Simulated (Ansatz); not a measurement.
C₂H₅NSi (`[SiH3]C1=CN1`). Charge 0, multiplicity 1.

| atom | x (Å) | y (Å) | z (Å) |
| --- | --- | --- | --- |
| Si1 | -1.2733 | 0.6545 | 0.4030 |
| C2 | 0.2371 | -0.2639 | -0.0647 |
| C3 | 1.0853 | -1.2154 | -0.1776 |
| N4 | 1.3902 | -0.1343 | -1.1044 |
| H5 | -0.8853 | 1.9443 | 1.0290 |
| H6 | -2.0518 | -0.1615 | 1.3670 |
| H7 | -2.0786 | 0.9307 | -0.8130 |
| H8 | 1.4554 | -2.2016 | 0.0451 |
| H9 | 2.1211 | 0.4472 | -0.6844 |

List the harmonic frequencies (cm⁻¹, unscaled) at PBE0-D4/def2-TZVP in Ansatz. (Best estimate.)

Computed: 126, 182, 194, 467, 659, 665, 698, 761, 916, 931, 936, 962, 1092, 1144, 1357, 1865, 2233, 2236, 2245, 3303, 3357.

Is this a minimum?

Yes, all 21 modes are real.

Give the ideal-gas thermochemistry at 298.15 K and 1 bar (rigid rotor, harmonic oscillator; point group C1, symmetry number 1).

Zero-point energy 157.5 kJ/mol; H(298) − E = 174.8 kJ/mol; entropy 308.3 J/(mol·K), of which translation 162.0, rotation 103.9, vibration 42.4; G(298) − E = 82.8 kJ/mol.

Rotational constants (cm⁻¹)?

0.687, 0.1131, 0.1016.
